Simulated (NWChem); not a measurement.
System: MgSiH$_{4}$O; SMILES [MgH][O][SiH3]

NWChem input:

```
start job
memory heap 200 mb stack 900 mb global 1100 mb
geometry units angstroms
  Mg    -1.445872    -0.753635     0.824947
  H     -2.661495    -1.375978     1.549562
  O     -0.057649    -0.030105     0.031129
  Si     1.209269     0.629981    -0.690080
  H      1.242725     0.170587    -2.093926
  H      2.432409     0.202665     0.017437
  H      1.069808     2.100992    -0.631929
end
basis spherical
  * library def2-svp
end
dft
  xc pbe0
  iterations 150
end
driver
  maxiter 120
end
task dft optimize
task dft freq
```

Output (shortened):

```
             Northwest Computational Chemistry Package (NWChem) 7.3.0
             --------------------------------------------------------

 C1  symmetry detected

                             Geometry "geometry" -> ""
                             -------------------------

 Output coordinates in angstroms (scale by  1.889725989 to convert to a.u.)

  No.       Tag          Charge          X              Y              Z
 ---- ---------------- ---------- -------------- -------------- --------------
    1 Mg                  12.0000    -0.00145232     1.86718000    -0.00094768
    2 H                    1.0000     0.02245440     3.41287799     0.01810889
    3 O                    8.0000    -0.00131940     0.11195768    -0.00155758
    4 Si                  14.0000     0.00019718    -1.48833327     0.00037578
    5 H                    1.0000    -1.08452309    -1.96010343    -0.88492678
    6 H                    1.0000    -0.22448500    -1.96009536     1.38103112
    7 H                    1.0000     1.31177628    -1.95783474    -0.49564127

 Effective nuclear repulsion energy (a.u.)     125.1120530098

                                Z-matrix (autoz)
                                --------

 Units are Angstrom for bonds and degrees for angles

      Type          Name      I     J     K     L     M      Value
      ----------- --------  ----- ----- ----- ----- ----- ----------
    1 Stretch                  1     2                       1.54600
    2 Stretch                  1     3                       1.75522
    3 Stretch                  3     4                       1.60029
    4 Stretch                  4     5                       1.47748
    5 Stretch                  4     6                       1.47623
    6 Stretch                  4     7                       1.47875
    7 Bend                     1     4     5               108.58494
    8 Bend                     1     4     6               108.65485
    9 Bend                     1     4     7               108.53007
   10 Bend                     2     4     5               108.95369
   11 Bend                     2     4     6               108.47401
   12 Bend                     2     4     7               108.34145
   13 Bend                     3     4     5               108.53521
   14 Bend                     3     4     6               108.69666
   15 Bend                     3     4     7               108.53801
   16 Bend                     5     4     6               110.28086
   17 Bend                     5     4     7               110.41415
   18 Bend                     6     4     7               110.31882
   19 Torsion                  2     1     5     4         179.95881
   20 Torsion                  2     1     6     4        -177.11054
   21 Torsion                  2     1     7     4         177.16151
   22 Torsion                  1     3     5     4        -179.93301
   23 Torsion                  1     3     6     4        -179.88638
   24 Torsion                  1     3     7     4         179.81986

                           NWChem Geometry Optimization
                           ----------------------------

 maximum gradient threshold         (gmax) =   0.000450
 rms gradient threshold             (grms) =   0.000300
 maximum cartesian step threshold   (xmax) =   0.001800
 rms cartesian step threshold       (xrms) =   0.001200
 fixed trust radius                (trust) =   0.300000
 source of zmatrix                         =   autoz

          -------------------
          Energy Minimization
          -------------------

 Using diagonal initial Hessian
 Scaling for Hessian diagonals: bonds = 1.00  angles = 0.25  torsions = 0.10

          --------
          Step   0

                                 NWChem DFT Module
                                 -----------------

 Summary of "ao basis" -> "ao basis" (spherical)
 ------------------------------------------------------------------------------
       Tag                 Description            Shells   Functions and Types
 ---------------- ------------------------------  ------  ---------------------
 Mg                         def2-svp                 8       18   4s3p1d
 H                          def2-svp                 3        5   2s1p
 O                          def2-svp                 6       14   3s2p1d
 Si                         def2-svp                 8       18   4s3p1d

            General Information
            -------------------
          SCF calculation type: DFT
          Wavefunction type:  closed shell.
          No. of atoms     :     7
          No. of electrons :    38
           Alpha electrons :    19
            Beta electrons :    19
          Charge           :     0
          Spin multiplicity:     1
          Use of symmetry is: off; symmetry adaption is: off
          Maximum number of iterations: 150
          AO basis - number of functions:    70
                     number of shells:    34
          Convergence on energy requested:  1.00D-06
          Convergence on density requested:  1.00D-05
          Convergence on gradient requested:  5.00D-04

              XC Information
              --------------
                         PBE0 Method XC Functional
                     Hartree-Fock (Exact) Exchange  0.250
          PerdewBurkeErnzerhof Exchange Functional  0.750
            Perdew 1991 LDA Correlation Functional  1.000 local
           PerdewBurkeErnz. Correlation Functional  1.000 non-local

             Grid Information
             ----------------
          Grid used for XC integration:  medium
          Radial quadrature: Mura-Knowles
          Angular quadrature: Lebedev.
          Tag              B.-S. Rad. Rad. Pts. Rad. Cut. Ang. Pts.
          ---              ---------- --------- --------- ---------
          Mg                  1.50       88          11.0       590
          H                   0.35       45          13.0       434
          O                   0.60       49           9.0       434
          Si                  1.10       88          12.0       590
          Grid pruning is: on
          Number of quadrature shells:   405
          Spatial weights used:  Erf1

      Superposition of Atomic Density Guess
      -------------------------------------

 Sum of atomic energies:        -564.96162494

      Non-variational initial energy
      ------------------------------

 Total energy =    -565.578867
 1-e energy   =   -1033.310471
 2-e energy   =     342.619550
 HOMO         =      -0.395985
 LUMO         =      -0.037281

   convergence    iter        energy       DeltaE   RMS-Dens  Diis-err
 ---------------- ----- ----------------- --------- --------- ---------
 d= 0,ls=0.0,diis     1   -566.6131420313 -6.92D+02  2.20D-02  8.35D-01
 d= 0,ls=0.0,diis     2   -566.3636320568  2.50D-01  1.45D-02  3.35D+00
 d= 0,ls=0.0,diis     3   -566.7139840893 -3.50D-01  1.38D-03  5.77D-03
 d= 0,ls=0.0,diis     4   -566.7147310050 -7.47D-04  4.24D-04  6.51D-04
 d= 0,ls=0.0,diis     5   -566.7148451291 -1.14D-04  4.62D-05  7.70D-06
  Resetting Diis
 d= 0,ls=0.0,diis     6   -566.7148463133 -1.18D-06  1.31D-05  2.93D-07
 d= 0,ls=0.0,diis     7   -566.7148463853 -7.20D-08  1.52D-06  3.17D-09

         Total DFT energy =     -566.714846385303
      One electron energy =    -1036.369335402297
           Coulomb energy =      391.833220260921
    Exchange-Corr. energy =      -47.290784253760
 Nuclear repulsion energy =      125.112053009833

 Numeric. integr. density =       38.000002709672

                       DFT Final Molecular Orbital Analysis
                       ------------------------------------

 Vector   17  Occ=2.000000D+00  E=-3.074015D-01
              MO Center=  1.7D-02,  3.1D+00,  1.4D-02, r^2= 1.6D+00
   Bfn.  Coefficient  Atom+Function         Bfn.  Coefficient  Atom+Function
  ----- ------------  ---------------      ----- ------------  ---------------
    19      0.424341  2 H  s                  3      0.340952  1 Mg s
    20      0.220241  2 H  s                  9      0.204005  1 Mg py
     2      0.194209  1 Mg s                  6      0.150714  1 Mg py
    12      0.110946  1 Mg py                28     -0.104194  3 O  py
    46      0.060081  4 Si py                26     -0.058415  3 O  s

 Vector   18  Occ=2.000000D+00  E=-2.913572D-01
              MO Center= -1.0D-01, -8.3D-01,  2.4D-01, r^2= 2.6D+00
   Bfn.  Coefficient  Atom+Function         Bfn.  Coefficient  Atom+Function
  ----- ------------  ---------------      ----- ------------  ---------------
    29      0.449355  3 O  pz                32      0.351721  3 O  pz
    61     -0.283187  6 H  s                 62     -0.230293  6 H  s
    56      0.171880  5 H  s                 47     -0.156047  4 Si pz
    57      0.139248  5 H  s                 66      0.112320  7 H  s
    52      0.093359  4 Si d -1              67      0.090907  7 H  s

[...]

      ----------------------
      Optimization converged
      ----------------------

  Step       Energy      Delta E   Gmax     Grms     Xrms     Xmax
  ---- ---------------- -------- -------- -------- -------- --------
@    6    -566.72304813 -3.2D-07  0.00003  0.00001  0.00034  0.00061
                                     ok       ok       ok       ok

                                Z-matrix (autoz)
                                --------

 Units are Angstrom for bonds and degrees for angles

      Type          Name      I     J     K     L     M      Value     Gradient
      ----------- --------  ----- ----- ----- ----- ----- ---------- ----------
    1 Stretch                  1     2                       1.68854    0.00002
    2 Stretch                  1     3                       1.80226    0.00003
    3 Stretch                  3     4                       1.63565    0.00000
    4 Stretch                  4     5                       1.50035   -0.00003
    5 Stretch                  4     6                       1.50039   -0.00002
    6 Stretch                  4     7                       1.50042   -0.00001
    7 Bend                     1     4     5               111.70974    0.00001
    8 Bend                     1     4     6               111.46005    0.00000
    9 Bend                     1     4     7               111.42143   -0.00000
   10 Bend                     2     4     5               111.78374    0.00001
   11 Bend                     2     4     6               111.42915    0.00000
   12 Bend                     2     4     7               111.37817   -0.00000
   13 Bend                     3     4     5               111.54626    0.00001
   14 Bend                     3     4     6               111.52521    0.00000
   15 Bend                     3     4     7               111.51992   -0.00000
   16 Bend                     5     4     6               107.33446   -0.00000
   17 Bend                     5     4     7               107.33598   -0.00000
   18 Bend                     6     4     7               107.33691   -0.00000
   19 Torsion                  2     1     5     4         179.93333   -0.00000
   20 Torsion                  2     1     6     4        -179.38180    0.00001
   21 Torsion                  2     1     7     4         179.44847   -0.00001
   22 Torsion                  1     3     5     4         179.93113   -0.00000
   23 Torsion                  1     3     6     4        -179.46585    0.00000
   24 Torsion                  1     3     7     4         179.53472   -0.00000

                         Geometry "geometry" -> "geometry"
                         ---------------------------------

 Output coordinates in angstroms (scale by  1.889725989 to convert to a.u.)

  No.       Tag          Charge          X              Y              Z
 ---- ---------------- ---------- -------------- -------------- --------------
    1 Mg                  12.0000     0.00727715     1.93468328     0.00617211
    2 H                    1.0000     0.01654030     3.62318348     0.01320810
    3 O                    8.0000    -0.00066717     0.13245549     0.00007805
    4 Si                  14.0000    -0.00031961    -1.50319114    -0.00063218
    5 H                    1.0000    -1.08087985    -2.05404527    -0.88381266
    6 H                    1.0000    -0.22441890    -2.05434593     1.37674882
    7 H                    1.0000     1.30511612    -2.05309104    -0.49531976

 Effective nuclear repulsion energy (a.u.)     121.8466284237

                Final and change from initial internal coordinates
                --------------------------------------------------

                                Z-matrix (autoz)
                                --------

 Units are Angstrom for bonds and degrees for angles

[...]

 Rotational Constants
 --------------------
 A=   2.862126 cm-1  (  4.117870 K)
 B=   0.092630 cm-1  (  0.133271 K)
 C=   0.092630 cm-1  (  0.133270 K)

 Temperature                      =   298.15K
 frequency scaling parameter      =   1.0000

 Zero-Point correction to Energy  =   21.587 kcal/mol  (  0.034402 au)
 Thermal correction to Energy     =   25.122 kcal/mol  (  0.040035 au)
 Thermal correction to Enthalpy   =   25.715 kcal/mol  (  0.040979 au)

 Total Entropy                    =   73.482 cal/mol-K
   - Translational                =   38.721 cal/mol-K (mol. weight =  71.9882)
   - Rotational                   =   23.690 cal/mol-K (symmetry #  =        1)
   - Vibrational                  =   11.071 cal/mol-K

 Cv (constant volume heat capacity) =   17.385 cal/mol-K
   - Translational                  =    2.979 cal/mol-K
   - Rotational                     =    2.979 cal/mol-K
   - Vibrational                    =   11.426 cal/mol-K

[normal modes left out]

 ----------------------------------------------------------------------------
 Normal Eigenvalue ||           Projected Infra Red Intensities
  Mode   [cm**-1]  || [atomic units] [(debye/angs)**2] [(KM/mol)] [arbitrary]
 ------ ---------- || -------------- ----------------- ---------- -----------
    1       -0.000 ||    0.000207           0.005         0.202       0.018
    2       -0.000 ||    0.000209           0.005         0.204       0.019
    3       -0.000 ||    0.000216           0.005         0.211       0.019
    4        0.000 ||    0.000011           0.000         0.011       0.001
    5        0.000 ||    0.000000           0.000         0.000       0.000
    6        0.000 ||    0.000215           0.005         0.209       0.019
    7       95.918 ||    0.000553           0.013         0.539       0.049
    8       95.930 ||    0.000551           0.013         0.537       0.049
    9      337.004 ||    0.293640           6.774       286.254      26.248
   10      337.015 ||    0.293624           6.774       286.239      26.247
   11      509.029 ||    0.009303           0.215         9.069       0.832
   12      738.002 ||    0.074068           1.709        72.205       6.621
   13      738.097 ||    0.074156           1.711        72.291       6.629
   14      956.994 ||    0.091175           2.103        88.882       8.150
   15      957.048 ||    0.091081           2.101        88.790       8.142
   16     1006.695 ||    0.338240           7.803       329.733      30.235
   17     1082.757 ||    0.411827           9.501       401.469      36.813
   18     1659.087 ||    0.147336           3.399       143.630      13.170
   19     2193.356 ||    0.205619           4.744       200.447      18.380
   20     2193.582 ||    0.205528           4.742       200.359      18.372
   21     2207.283 ||    0.111696           2.577       108.887       9.985
 ----------------------------------------------------------------------------
```

Level: PBE0/def2-SVP. The printed entropy takes a lower symmetry number than the molecule has.
